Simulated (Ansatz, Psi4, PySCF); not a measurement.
H$_{4}$F$_{2}$GeOSi (SMILES F[SiH](F)[O][GeH3]), singlet, geometry from GFN2-xTB, atoms displaced at random by about 0.08 Å a coordinate. Base run: B3LYP/STO-3G, gradient (PySCF).

PySCF was given this input:
```python
from pyscf import gto, scf, dft

mol = gto.Mole()
mol.atom = '''
    Si    1.49507938   -0.48378825    0.36149581
    F     1.17180506   -0.81669452    1.80918918
    F     2.00658910    1.11373264    0.60374442
    O     0.07967613   -0.46800530   -0.53176317
    Ge   -1.54495782    0.10703962   -0.64853415
    H     2.25485557   -1.17796835   -0.50459427
    H    -2.14643083   -0.37397177    0.54439616
    H    -2.02792823   -0.32979940   -1.76389513
    H    -1.32124577    1.75136240   -0.53635310
'''
mol.basis = 'sto-3g'
mol.verbose = 4
mol.build()

mf = dft.RKS(mol)
mf.xc = 'b3lyp'
mf.kernel()
g = mf.nuc_grad_method()
grad = g.kernel()
```

Programs used: Ansatz (a first-principles code), Psi4, PySCF; a row that names a program was run with it.

The coordinate followed is z of atom 8.

The base run was repeated with changes; each row names its change, and settings that it needs were set with it.

```
change                                                  dE/dx (Eh/bohr)  net force (Eh/bohr)
------------------------------------------------------  ---------------  -------------------
base                                                           0.036368             0.000062
code = psi4                                                    0.036381             0.000394
density fitting = on                                           0.036374             0.000062
grid_response = on                                             0.036368             0.000000
conv_tol = 1e-4                                                0.036395             0.000062
grids.level = 1; grid_response = on                            0.036381             0.000000
finite difference step (bohr) = 0.01; conv_tol = 1e-11         0.036372                    -
density fitting = on; auxbasis_response = off                  0.036485             0.001411
code = ansatz                                                  0.036369             0.000000
grids.level = 0; grid_response = off                           0.036715             0.007171
finite difference step (bohr) = 1e-4; conv_tol = 1e-11         0.036368                    -
finite difference step (bohr) = 1e-5; conv_tol = 1e-11         0.036368                    -
```

The net force is zero for an exact gradient.
